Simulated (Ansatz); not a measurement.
Ansatz results at the PBE0-D4/def2-TZVP geometry: HOMO–LUMO gap (B3LYP/def2-TZVPP) 4.45 eV; HOMO–LUMO gap (PBE/def2-TZVPP) 3.34 eV; HOMO energy (PBE/def2-TZVPP) -5.94 eV.

Question: Which molecule gave them?
A. `C=CCCC(=O)OCC`
B. `[In][I]`
C. `CN(C)C(=S)N(C)C`
D. `Cc1ccc(S(C)(=O)=O)cc1`

Answer: B. The others give `Cc1ccc(S(C)(=O)=O)cc1`: 6.10, 4.58, -6.61; `CN(C)C(=S)N(C)C`: 5.07, 3.45, -4.49; `C=CCCC(=O)OCC`: 7.11, 5.42, -6.29.

B3LYP here is the variant with VWN-RPA as its local correlation; programs differ in this.
